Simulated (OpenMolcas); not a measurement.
**Ge3+: CASPT2 settings compared**

```
Program             : OpenMolcas
Basis               : ANO-R1 [5s4p3d1f]
Scalar Hamiltonian  : X2C, finite nucleus
Active space        : 1 electron in 4 orbitals (4s 4p)
State averaging     : 2S+1 = 2 even, 1 root; 2S+1 = 2 odd, 3 roots
Spin-orbit coupling : state interaction with AMFI integrals over the reference wave functions, term energies averaged over their components
```

Methods on the same reference wave functions:
A. CASSCF
B. SS-CASPT2, IPEA 0.5 Eh, sigma2 regulariser 0.2 Eh (closed shells correlated: 3d)
C. SS-CASPT2, IPEA 0.5 Eh, imaginary shift 0.1 Eh (closed shells correlated: 3s 3p 3d)
D. XMS-CASPT2, IPEA 0.1 Eh, imaginary shift 0.5 Eh (closed shells correlated: 3s 3p 3d)

Energies in cm-1 above 4s 2S 1/2, the measured ground level; measured values from Sugar and Musgrove, J. Phys. Chem. Ref. Data 22, 1213 (1993).

| Level | A | B | C | D | Measured |
| --- | --- | --- | --- | --- | --- |
| 4s 2S 1/2 | 0.0 | 0.0 | 0.0 | 0.0 | 0.0 |
| 4p 2P* 1/2 | 76469 | 76707 | 77167 | 77047 | 81311 |
| 4p 2P* 3/2 | 79154 | 79392 | 79852 | 79732 | 84102 |

Deviations, from unrounded energies. A percentage is the sum of absolute deviations over the sum of measured energies, with the sign that they share, or ± where signs differ.

```csv
Against measurement,Levels,A,B,C,D
mean absolute deviation (cm-1),2,4900,4700,4200,4300
other configurations (%),2,-5.9,-5.6,-5.1,-5.2
```

C, D lie about equally close to measurement and A furthest from it. The largest miss of C in the table is 4p 2P* 3/2, by -4200 cm-1. The ranking rests on the paired levels alone, and a cruder setting can come out closer through cancelling errors.

Among B to D the level of the table that moves most is 4p 2P* 1/2, by 460 cm-1 (lowest in B, highest in C).

The lowest spin-free term lies below A's lowest term by 0.349 hartree in B, 0.433 hartree in C, 0.433 hartree in D.

The basis is small and was not contracted for so high a charge. With one active electron the reference holds no correlation, so core polarisation is missing (holds for A). With one active electron, CASPT2 adds the correlation within the correlated inactive shells and between them and that electron, and leaves the splitting within a term as the reference gives it (holds for B; C; D). Measured partners are found by configuration, term and J. A level has none where our copy of the source lacks it or the pairing is in doubt (some pairs that miss far off the trend of their configuration count as doubtful), and it then counts in no deviation. Only configurations of the active space appear.

* marks odd parity.
